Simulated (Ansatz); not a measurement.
Species: difluoro(methyl)borane, CH3BF2 (charge 0, singlet). SMILES: CB(F)F
Geometry: optimised at B3LYP-D3(BJ)/def2-TZVP (Ansatz, an electronic-structure program).

PBE beside other levels, property by property. Cores are frozen in the correlated levels unless marked. UHF or UKS for open shells. Spin-orbit coupling is left out. Non-relativistic. Basis-set limits of correlation are two-point, X^-3; Hartree-Fock from the larger set. The bracket is a focal-point correction in the basis named. Atomisation energies are electronic, to ground-state atoms; the column to compare with has the core term from cc-pwCVTZ added, other frozen-core levels have none. Vertical energies are electronic, to the SCF solution reached for that spin. The coupled-cluster column (Ansatz) is a level with limits of its own: (a) RI-MP2/CBS(aug-cc-pVTZ,aug-cc-pVQZ)+[CCSD(T)-MP2]/aug-cc-pVTZ; (b) CCSD(T)/CBS(cc-pVTZ,cc-pVQZ).

| property | PBE/def2-TZVPD (Ansatz) | r2SCAN/def2-TZVPD (Ansatz) | RI-MP2/CBS(aug-cc-pVTZ,aug-cc-pVQZ) (Ansatz) | CCSD(T)/aug-cc-pVTZ (Ansatz) | coupled cluster |
|---|---|---|---|---|---|
| vertical ionisation energy to the doublet (eV) | 12.46 | 12.65 | 13.49 | 13.28 | 13.38 (a) |
| vertical triplet-singlet gap (eV) | 7.50 | 7.66 | 8.77 | 8.49 | 8.54 (a) |
| atomisation energy (kcal/mol) | 729.2 | 720.6 | 737.6 | 704.3 | 719.5 (b) |

As the rows show:
- vertical ionisation energy to the doublet: PBE lies 0.92 eV below coupled cluster.
- vertical triplet-singlet gap: PBE lies 1.04 eV below coupled cluster.
- atomisation energy: PBE lies 9.7 kcal/mol above coupled cluster.
